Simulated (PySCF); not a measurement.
C₄H₆OSi. Atoms are numbered in the order given.

```xyz
12

Si    -0.0084     2.0505     0.0000
C      0.0989     0.1850     0.0000
C      1.1619    -0.6794     0.0000
C      0.6191    -2.0085     0.0000
C     -0.7352    -1.8509     0.0000
O     -1.0625    -0.5417     0.0000
H     -0.7260     2.5428    -1.2104
H     -0.7260     2.5428     1.2104
H      1.3897     2.5660     0.0000
H      2.2144    -0.3972     0.0000
H      1.1644    -2.9511     0.0000
H     -1.5662    -2.5543     0.0000
```

The structure is a stationary point at ωB97X-D3(BJ)/def2-SVP.

Level of theory: PBE/pcSseg-1 run with PySCF.

GIAO shieldings, no solvent; atoms alike by connectivity are averaged. δ = σ(ref) − σ: ²⁹Si against TMS (σ = 335.4 ppm); ¹³C against TMS (σ = 182.0 ppm); ¹⁷O against H2O (σ = 334.3 ppm); ¹H against TMS (σ = 31.49 ppm), references at their B3LYP-D3(BJ)/def2-TZVP geometries, non-relativistic.

Computed chemical shifts:
```tsv
nucleus	atoms	count	δ (ppm)
²⁹Si	Si1	1	-86.8
¹³C	C5	1	152.7
¹³C	C2	1	150.6
¹³C	C3	1	130.3
¹³C	C4	1	116.2
¹⁷O	O6	1	333.4
¹H	H12	1	7.96
¹H	H10	1	7.20
¹H	H11	1	6.76
¹H	H7, H8, H9	3	4.77
```
